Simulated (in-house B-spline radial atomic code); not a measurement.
# LDA VWN5 excitations of Ba8+

Method: LDA VWN5. Computed with an all-electron radial atomic-structure program (B-spline basis): linear response of the closed shell [Kr] 4d10 5s2 with the functional's adiabatic kernel; scalar-relativistic (spin-free one-electron X2C), finite nucleus, no spin-orbit coupling, no double excitations, S, P, D and F terms only; shells from n = 3 respond. Only terms of natural parity with L up to 3 were computed.

Spin-orbit coupling is strong here, so these LS terms don't match observed levels.

Command:
```bash
python run_td.py task.json out
```
Settings (radii: box in bohr, nucleus in fm):
```
Z                        56
electrons                48
configuration            [Kr] 4d10 5s2
hamiltonian              x2c
method                   lda,vwn
box_radius               11.59
rms_radius               4.8378
intervals                69
```

Cost of the run: 1.1 s on 1 thread of Intel(R) Xeon(R) Platinum 8375C CPU @ 2.90GHz (Ice Lake) (shared host).

The lowest states, in the order of their Tamm-Dancoff energies; the method's threshold (minus the highest occupied level) is 125.12 eV. Labels give the largest channel, * marks a mixed state, and oscillator strengths are full-response dipole values. Semilocal kernels can invert the small singlet-triplet splittings of Rydberg terms. Energies in eV:

```json
{"state": "5s → 5p 3P", "full response": "17.353", "Tamm-Dancoff": "17.423", "oscillator strength": "-"}
{"state": "5s → 5p 1P", "full response": "22.155", "Tamm-Dancoff": "22.887", "oscillator strength": "1.54"}
{"state": "5s → 4f 3F", "full response": "28.554", "Tamm-Dancoff": "28.575", "oscillator strength": "-"}
{"state": "5s → 4f 1F", "full response": "29.521", "Tamm-Dancoff": "29.527", "oscillator strength": "-"}
{"state": "5s → 5d 3D", "full response": "44.67", "Tamm-Dancoff": "44.69", "oscillator strength": "-"}
{"state": "5s → 5d 1D", "full response": "46.38", "Tamm-Dancoff": "46.43", "oscillator strength": "-"}
{"state": "5s → 6s 3S", "full response": "60.45", "Tamm-Dancoff": "60.45", "oscillator strength": "-"}
{"state": "5s → 6s 1S", "full response": "61.30", "Tamm-Dancoff": "61.34", "oscillator strength": "-"}
{"state": "5s → 6p 3P", "full response": "?", "Tamm-Dancoff": "?", "oscillator strength": "-"}
{"state": "5s → 6p 1P", "full response": "68.42", "Tamm-Dancoff": "68.45", "oscillator strength": "0.172"}
{"state": "5s → 5f 1F", "full response": "72.53", "Tamm-Dancoff": "72.54", "oscillator strength": "-"}
{"state": "5s → 5f 3F", "full response": "72.57", "Tamm-Dancoff": "72.57", "oscillator strength": "-"}
{"state": "5s → 6d 3D", "full response": "79.88", "Tamm-Dancoff": "79.88", "oscillator strength": "-"}
{"state": "5s → 6d 1D", "full response": "80.06", "Tamm-Dancoff": "80.07", "oscillator strength": "-"}
{"state": "4d → 5p 3P", "full response": "85.34", "Tamm-Dancoff": "85.36", "oscillator strength": "-"}
{"state": "4d → 5p 3F", "full response": "85.56", "Tamm-Dancoff": "85.57", "oscillator strength": "-"}
{"state": "5s → 7s 3S", "full response": "85.94", "Tamm-Dancoff": "85.94", "oscillator strength": "-"}
{"state": "4d → 5p 1F", "full response": "?", "Tamm-Dancoff": "?", "oscillator strength": "-"}
{"state": "5s → 7s 1S", "full response": "86.17", "Tamm-Dancoff": "86.18", "oscillator strength": "-"}
{"state": "4d → 5p 1P", "full response": "87.45", "Tamm-Dancoff": "87.55", "oscillator strength": "0.971"}
```

Task: Where does 4d → 5p 1F lie?

Result: At 86.15 eV in full response, 86.16 eV in Tamm-Dancoff.

Task: Where does 5s → 6p 3P lie?

Result: At 68.28 eV in full response, 68.28 eV in Tamm-Dancoff.

Task: How large is the singlet-triplet splitting of 5s → 5p (P terms) in Tamm-Dancoff?

Result: 5.46 eV, from the unrounded values.

Task: What polarisabilities and dispersion coefficient does the method give?

Result: Dipole 3.006 bohr³, quadrupole 3.689 bohr⁵, C6 8.069 hartree·bohr⁶ for two such species.
